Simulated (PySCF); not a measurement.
## O⁴⁺: ionisation energy

O⁴⁺ [He] 2s2 (1S) → O⁵⁺ [He] 2s1 (2S), as a difference of total energies. Calculation: PySCF 2.14, in an uncontracted even-tempered set (18 s from 0.3 bohr⁻², ratio 2.2; 9 p from 0.53 bohr⁻², ratio 2.4; 6 d from 1.6 bohr⁻², ratio 2.4; 5 f from 2.4 bohr⁻², ratio 2.4; 5 g from 3.6 bohr⁻², ratio 2.4); the non-relativistic Hamiltonian (point nucleus). Correlated levels: nothing frozen; virtual orbitals above 40 to 60 times the deepest correlated orbital energy dropped. The calculations carry no spin-orbit coupling.

```tsv
method	ionisation energy (eV)
UHF	111.01
LDA	112.19
PBE	112.60
PBE0	112.50
r2SCAN	111.84
BHandHLYP	112.41
B3LYP	112.67
MP2 (all electrons)	112.75
SCS-MP2 (all electrons)	113.07
```

MP2 underrates the near-degeneracy of ns² with np² in the lower species.

Task: Which method comes closest to the reference value, and which is furthest?

Result: The reference is 113.90 eV (measured; NIST Atomic Spectra Database, ionization energies). Closest: SCS-MP2 (all electrons) (error -0.830 eV); furthest: UHF (error -2.890 eV).
